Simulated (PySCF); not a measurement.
# Magnetisability: SMILES O=C(O)[C@H]1C=CO1, C4H4O3

Geometry:
```json
{"atom": "O1", "x (Å)": "2.123", "y (Å)": "0.573", "z (Å)": "-1.053"}
{"atom": "C2", "x (Å)": "1.316", "y (Å)": "0.216", "z (Å)": "-0.238"}
{"atom": "O3", "x (Å)": "1.558", "y (Å)": "-0.706", "z (Å)": "0.686"}
{"atom": "C4", "x (Å)": "-0.105", "y (Å)": "0.726", "z (Å)": "-0.197"}
{"atom": "C5", "x (Å)": "-1.104", "y (Å)": "-0.226", "z (Å)": "-0.821"}
{"atom": "C6", "x (Å)": "-1.636", "y (Å)": "-0.351", "z (Å)": "0.397"}
{"atom": "O7", "x (Å)": "-0.789", "y (Å)": "0.511", "z (Å)": "1.054"}
{"atom": "H8", "x (Å)": "2.471", "y (Å)": "-1.028", "z (Å)": "0.618"}
{"atom": "H9", "x (Å)": "-0.149", "y (Å)": "1.767", "z (Å)": "-0.519"}
{"atom": "H10", "x (Å)": "-1.242", "y (Å)": "-0.614", "z (Å)": "-1.804"}
{"atom": "H11", "x (Å)": "-2.437", "y (Å)": "-0.865", "z (Å)": "0.891"}
```

Method used: GIAO PBE0/pcSseg-1 magnetisability, rotational g tensor and spin-rotation constants, non-relativistic, gas phase (PySCF 2.14.0). Geometry: GFN2-xTB.

(1) What are the magnetisability and the molar susceptibility?

(2) Split it along the inertial axes a, b, c into diamagnetic and paramagnetic parts about the centre of mass, with the quadrupole moment.

(3) And the rotational g tensor?

## Answers

(1) Isotropic -774 × 10⁻³⁰ J/T², or -46.6 × 10⁻⁶ cm³/mol; principal values -850, -751, -720 × 10⁻³⁰ J/T², anisotropy 117 × 10⁻³⁰ J/T² (root of half the summed squared differences of the principal values). The susceptibility is in cgs units.

(2) 
```
axis  χ (10⁻⁶ cm³/mol)  diamagnetic (10⁻⁶ cm³/mol)  paramagnetic (10⁻⁶ cm³/mol)  summed x² of all electrons (Å²)  quadrupole Θ (D Å)
   a             -44.3                      -268.5                        224.2                            115.7               +0.81
   b             -45.5                      -590.6                        545.0                             39.8               -1.28
   c             -50.0                      -659.7                        609.7                             23.5               +0.47
```
Anisotropies 2χaa − χbb − χcc = +7.0 and 2χbb − χaa − χcc = +3.2 × 10⁻⁶ cm³/mol. Θ is traceless in Buckingham's convention.

(3) 
| axis | rotational constant (GHz) | g | nuclear part | electronic part |
| --- | --- | --- | --- | --- |
| a | 6.1074 | -0.0709 | 0.5724 | -0.6433 |
| b | 2.2123 | -0.0231 | 0.5434 | -0.5664 |
| c | 1.9543 | -0.0172 | 0.5426 | -0.5598 |

Asymmetric top; isotopes 12C, 1H, 16O; no vibrational averaging.
